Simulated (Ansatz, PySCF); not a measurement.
Lewis adduct: BGeH5 (SMILES [BH2][GeH3]) (first 7 atoms) with H2O (SMILES O); geometry from B3LYP-D3(BJ)/def2-TZVP.
(charge 0, multiplicity 1):
```xyz
10

B      1.22285     0.28758     0.80215
Ge    -0.61922    -0.01847    -0.12898
H      2.03321    -0.56623     0.58764
H      1.62736     1.41308     0.76436
H     -0.56441     0.02659    -1.67015
H     -1.24588    -1.39666     0.23702
H     -1.70654     1.01016     0.29427
O      0.94142     0.08063     2.47672
H      0.57034    -0.79575     2.65207
H      0.30577     0.73561     2.79758
```

Monomers are frozen at their geometry in the pair; levels with a basis set take the counterpoise correction. Rows marked so take none.

Rows in STO-3G carry no dispersion term and start afresh at each structure; the Pople sets are all-electron and without relativity.

Programs: Ansatz (an electronic-structure program); PySCF for STO-3G rows. Each number belongs to the level named beside it.

Task: One of these levels gives -2179.0 meV for the interaction energy. Which?
(A) HF/aug-cc-pVDZ
(B) HF/STO-3G (no counterpoise)
(C) PBE/def2-TZVPPD

Result: B, HF/STO-3G (no counterpoise). The others give -647.8 (HF/aug-cc-pVDZ), -1147.2 (PBE/def2-TZVPPD)
